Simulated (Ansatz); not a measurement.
Ga2As3. The state is a doublet with charge 0. Geometry r2SCAN-D4/def2-SVP.

| atom | x (Å) | y (Å) | z (Å) |
| --- | --- | --- | --- |
| Ga1 | 1.7683 | 0.2013 | 1.4792 |
| Ga2 | -1.3131 | 0.3966 | -1.8639 |
| As3 | -0.4335 | 1.1857 | 0.4685 |
| As4 | 0.8565 | -0.6298 | -0.8266 |
| As5 | -0.8782 | -1.1539 | 0.7427 |

LC-ωPBE has ω = 0.4 bohr⁻¹. At HF/def2-TZVP the charge 0 doublet is spin-contaminated (final ⟨S²⟩ up to 0.90, 0.75 for a pure state). Another isomer (doublet) lies 0.03 eV lower at PBE0-D4/def2-TZVP; other spin states weren't run for this one.

Q: Estimate the α-spin orbital energies around the gap (eV) in Ansatz with HF/def2-TZVP, PBE-D4/def2-TZVP, r2SCAN-D4/def2-TZVP, PBE0-D4/def2-TZVP, LC-ωPBE/def2-TZVP.

A: 
| orbital | HF/def2-TZVP | PBE-D4/def2-TZVP | r2SCAN-D4/def2-TZVP | PBE0-D4/def2-TZVP | LC-ωPBE/def2-TZVP |
| --- | --- | --- | --- | --- | --- |
| HOMO−9 | -19.06 | -13.35 | -13.92 | -15.02 | -18.34 |
| HOMO−8 | -18.99 | -12.85 | -13.43 | -14.53 | -18.09 |
| HOMO−7 | -15.55 | -10.67 | -11.15 | -12.13 | -15.49 |
| HOMO−6 | -10.90 | -8.04 | -8.32 | -9.00 | -11.53 |
| HOMO−5 | -10.80 | -7.53 | -7.90 | -8.56 | -11.03 |
| HOMO−4 | -9.84 | -6.61 | -6.93 | -7.59 | -10.00 |
| HOMO−3 | -9.23 | -6.47 | -6.77 | -7.38 | -9.65 |
| HOMO−2 | -9.20 | -5.96 | -6.26 | -6.89 | -9.15 |
| HOMO−1 | -8.85 | -5.62 | -5.90 | -6.50 | -9.06 |
| HOMO | -7.28 | -4.78 | -5.12 | -5.64 | -7.78 |
| LUMO | 1.04 | -2.53 | -2.53 | -1.84 | 0.04 |
| LUMO+1 | 1.23 | -2.13 | -2.02 | -1.47 | 0.42 |
| LUMO+2 | 1.72 | -1.73 | -1.59 | -1.05 | 0.86 |
| LUMO+3 | 1.76 | -1.46 | -1.37 | -0.80 | 1.01 |
| LUMO+4 | 2.23 | -1.38 | -1.27 | -0.63 | 1.31 |
| LUMO+5 | 2.58 | -1.01 | -0.89 | -0.28 | 1.62 |
| β HOMO | -7.28 | -5.35 | -5.57 | -6.02 | -7.95 |
| β LUMO | -0.69 | -4.32 | -4.30 | -3.75 | -1.92 |
